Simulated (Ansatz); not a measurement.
Two isomers of C2H6O2Si: A = `[SiH3]OC1CO1`, B = `O=CC[SiH2]O`.

Calculated with Ansatz (gas phase, PBE0-D4/def2-TZVP geometries, no zero-point term in ΔE). CCSD(T)/CBS adds triple-zeta CCSD(T) − MP2 to the extrapolated MP2 energy (def2 sets, frozen cores). DFT in def2-TZVPP. B3LYP here is the variant with VWN-RPA as its local correlation; programs differ in this. One conformer a species, not always the lowest.

A:

```xyz
11

Si    0.6457    1.1854   -1.0783
O     1.0664    0.2008    0.1924
C     0.1418   -0.3571    1.0317
C    -0.8066   -1.3612    0.5696
O    -1.2005   -0.0044    0.8227
H     1.9401    1.4962   -1.7267
H    -0.2412    0.4854   -2.0433
H    -0.0089    2.4319   -0.6132
H     0.4712   -0.3399    2.0680
H    -1.2180   -2.0949    1.2569
H    -0.7901   -1.6420   -0.4800
```

B:

Z-matrix (Å, degrees):
```
C
C 1 1.483
Si 1 1.900 2 107.5
H 1 1.094 2 109.7 3 113.5
H 1 1.091 2 112.5 3 -123.6
O 2 1.209 1 123.5 3 -66.2
H 2 1.109 1 116.6 3 110.8
O 3 1.637 1 107.4 2 55.9
H 3 1.482 1 109.8 2 174.5
H 3 1.488 1 108.7 2 -65.9
H 8 0.965 3 114.0 1 -27.4
```

Which is lower in electronic energy at CCSD(T)/CBS, and by how much? (Best estimate.)

Computed: B, by 170.8 kJ/mol.

Give E(B) − E(A) in kJ/mol with PBE0-D4, r2SCAN-D4, B3LYP-D4, MP2/def2-TZVPP, CCSD(T)/def2-TZVPP, HF/def2-TZVPP, B3LYP. (Estimate.)

Ansatz gave: PBE0-D4 -161.0, r2SCAN-D4 -166.4, B3LYP-D4 -172.2, MP2/def2-TZVPP -170.3, CCSD(T)/def2-TZVPP -167.3, HF/def2-TZVPP -170.5, B3LYP -170.7. None reverses the order clearly.

Largest T1 diagnostic: 0.014.
